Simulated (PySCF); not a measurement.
Computed properties of Si(AsH2)(F)2(H) (AsF₂H₃Si), SMILES F[SiH](F)[AsH2]

AsF2H3Si, SMILES F[SiH](F)[AsH2]. Geometry: PBE0-D3(BJ)/def2-SVP. This is a generated structure with no PubChem entry under its InChIKey; it may be hypothetical. One conformer was computed; it need not be the lowest. All values are computed for the isolated molecule unless a solvent is named; none is compared with measurement here.

**Structure.** The optimised structure has Cs symmetry. All 15 harmonic modes at PBE0-D3(BJ)/def2-SVP (PySCF) are real, so it is a minimum. With heavy atoms numbered as in [SiH:1]([F:2])([F:3])[AsH2:4], the shortest bond between them is Si1–F2 at 1.616 Å and the longest Si1–As4 at 2.344 Å.

**Vibrations.** The strongest infrared lines (harmonic, unscaled, degenerate partners summed) lie at 874 cm⁻¹ (260 km/mol, F 55 %, Si 39 %), 815 cm⁻¹ (181 km/mol, H 82 %, F 13 %), 969 cm⁻¹ (160 km/mol, Si 50 %, F 43 %). The softest mode is at 104 cm⁻¹ and the zero-point energy is 19.4 kcal/mol.

**Electronic structure.** ωB97X/def2-TZVP (PySCF) places the frontier levels at -10.25 and 2.01 eV, a gap of 12.26 eV, and gives a dipole moment of 2.00 D and a mean polarisability of 54.3 bohr³. PBE/def2-TZVP (PySCF) at the same geometry gives -6.90 and -0.99 eV, so its gap is 6.35 eV narrower. An orbital gap is neither the optical nor the fundamental gap.

**Excitations.** TDDFT-M06-2X/def2-SVPD (PySCF) has S1 at 6.46 eV (192 nm, f = 0.010, weak); the most intense of the 10 singlets computed lies at 7.32 eV (f = 0.36). T1 (TDA) is at 5.75 eV. TDDFT-PBE/def2-SVPD (PySCF) puts S1 at 6.11 eV. No vertical singlet excitation falls in the visible range (under 3.1 eV).

**NMR.** GIAO shifts at PBE0/pcSseg-1 (PySCF) (non-relativistic, atoms alike by connectivity averaged): ¹H from 2.2 to 6.3 ppm against TMS; ²⁹Si at 22.5 ppm against TMS; ¹⁹F at -140.9 ppm against CFCl3.
